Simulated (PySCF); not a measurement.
1-bromo-4-ethynylbenzene, C₈H₅Br.
Numbering: `[CH:1]#[C:2][c:3]1[cH:4][cH:5][c:6]([Br:7])[cH:8][cH:9]1` (hydrogens: H10 on C1; H11 on C4; H12 on C5; H13 on C8; H14 on C9)

A GFN2-xTB structure with every atom displaced at random (by about 0.01 Å) was refined with PySCF, PBE0-D3(BJ)/def2-SVP geometry optimisation, gas phase. Values at the start:

| coordinate | start |
| --- | --- |
| C1≡C2 | 1.230 Å |
| C1–H10 | 1.024 Å |
| C2–C3 | 1.430 Å |
| C3–C4 | 1.380 Å |
| C4–C5 | 1.416 Å |
| C4–H11 | 1.046 Å |
| C5–C6 | 1.380 Å |
| C5–H12 | 1.077 Å |
| C6–Br7 | 1.893 Å |
| C1–C2–C3 | 179.2° |
| C2–C3–C4 | 118.2° |
| C3–C4–C5 | 117.7° |
| C4–C3–C9 | 122.4° |
| C4–C5–C6 | 120.0° |
| C5–C6–Br7 | 119.7° |
| C5–C6–C8 | 120.3° |

How do these coordinates change at the PBE0-D3(BJ)/def2-SVP level?

| coordinate | PBE0-D3(BJ)/def2-SVP (Å or °) | change |
| --- | --- | --- |
| C1–H10 | 1.074 | +0.050 |
| C4–H11 | 1.091 | +0.045 |
| C4–C5 | 1.390 | -0.026 |
| C3–C4 | 1.405 | +0.025 |
| C1≡C2 | 1.213 | -0.017 |
| C5–C6 | 1.395 | +0.015 |
| C5–H12 | 1.091 | +0.014 |
| C6–Br7 | 1.884 | -0.009 |
| C2–C3 | 1.428 | -0.002 |
| C4–C3–C9 | 118.8 | -3.6 |
| C3–C4–C5 | 120.7 | +3.0 |
| C2–C3–C4 | 120.6 | +2.4 |
| C1–C2–C3 | 180.0 | +0.8 |
| C4–C5–C6 | 119.4 | -0.6 |
| C5–C6–C8 | 120.8 | +0.5 |
| C5–C6–Br7 | 119.6 | -0.1 |

The energy falls by 5.1 kcal/mol over 8 energy and gradient evaluations, the largest force component goes from 0.0790 to 2.2e-04 Eh/bohr, and the atoms move by 0.029 Å rms after alignment. The bond that changes most is C1–H10 (terminal alkyne carbon to alkyne hydrogen), which lengthens by 0.050 Å. Bonds longer at the end by more than 0.005 Å: 8 of 14; shorter: 4. Rotational constants go from 5722, 471.9, 436.0 to 5670, 468.4, 432.7 MHz.

The run used 169 basis functions and 63 SCF cycles in all.

PBE0-D3(BJ)/def2-SVP frequencies: not computed here.
